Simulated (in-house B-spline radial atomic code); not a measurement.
Checks on a self-consistent run for the erbium ion Er⁵⁸⁺, [He] 2s2 2p6. Level of theory: Dirac-Hartree-Fock, average of configuration, Fermi nucleus of rms radius 5.2516 fm; calculated with an all-electron radial atomic-structure program (B-spline basis).

```
orbital  q       ε (Eh)    <1/r>         <r²>  small-component weight
  1s1/2  2  -2301.63975  77.5962  0.000566492                0.064861
  2s1/2  2   -526.15489  19.0075   0.00843276                0.014979
  2p1/2  2   -510.64104  18.8864   0.00607312                0.014898
  2p3/2  4   -475.55387  16.4284   0.00718586                0.013773
```

Electron-electron repulsion V_ee = 608.5920 hartree.

**Question.** What total energy follows from the eigenvalues?

**Answer.** The eigenvalues count the repulsion twice, so E = Σqε - V_ee = -8579.087 - 608.592 = -9187.679 hartree; the run printed -9187.679.

**Question.** Does the Dirac virial theorem hold?

**Answer.** For a point nucleus E = -2c²Σq·w, with w the small-component weight. Here Σq·w = 0.24457 and c = 137.0360, so the ratio E/(-2c²Σq·w) is 1.000244; the finite nucleus accounts for the departure from 1.

**Question.** What diamagnetic shielding (Lamb formula) and susceptibility (Langevin formula) do the radii give?

**Answer.** σ = (α²/3)Σq<1/r> = 296.694/(3·137.036²) = 5266.5 ppm, and χ = -0.79199×10⁻⁶·Σq<r²> = -0.04664×10⁻⁶ cm³/mol with Σq<r²> = 0.058888 bohr². Both are non-relativistic formulas without the paramagnetism of open shells; for so heavy an element the full relativistic shielding is larger by tens of per cent.
